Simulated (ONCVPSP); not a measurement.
u(r) = r·R(r): atom against pseudo-atom (hydrogen (H))

Columns: radius, all-electron u(r) and pseudo u(r) of the 1s shell (level -12.33 eV) of hydrogen in the configuration 1s0.5; LDA (Perdew-Wang 92), scalar-relativistic, ONCV scheme, ONCVPSP 4.0.1.

```tsv
r (bohr)	all-electron	pseudo
0.042	0.0836	0.0739
0.085	0.1620	0.1481
0.128	0.2336	0.2196
0.170	0.2974	0.2857
0.212	0.3554	0.3473
0.255	0.4092	0.4051
0.298	0.4578	0.4572
0.340	0.5004	0.5025
0.382	0.5386	0.5425
0.425	0.5735	0.5781
0.467	0.6037	0.6082
0.510	0.6308	0.6346
0.552	0.6540	0.6568
0.595	0.6745	0.6762
0.638	0.6921	0.6928
0.680	0.7065	0.7067
0.722	0.7184	0.7184
0.765	0.7283	0.7283
0.807	0.7358	0.7358
0.850	0.7415	0.7415
0.892	0.7452	0.7452
0.935	0.7473	0.7473
0.977	0.7478	0.7478
1.020	0.7469	0.7469
1.062	0.7448	0.7448
1.105	0.7413	0.7413
```

Question: How many radial nodes do the two functions have?

Answer: The all-electron 1s function has n − l − 1 = 0; the pseudo-wave has 0.

Question: At about which radius was the pseudo-wave matched?

Answer: 0.75 bohr. The columns agree to 0.0005 from 0.68 bohr on; several derivatives are matched, so the curves merge somewhat inside the radius.

Question: Where does each function peak?

Answer: Outermost all-electron maximum near 0.98 bohr, pseudo maximum near 0.98 bohr (to the table’s step).

Question: Is the pseudo-wave norm-conserving?

Answer: Yes: the ONCV scheme keeps the norm inside the radius equal to the all-electron one, which fixes the energy derivative of the logarithmic derivative at the level.
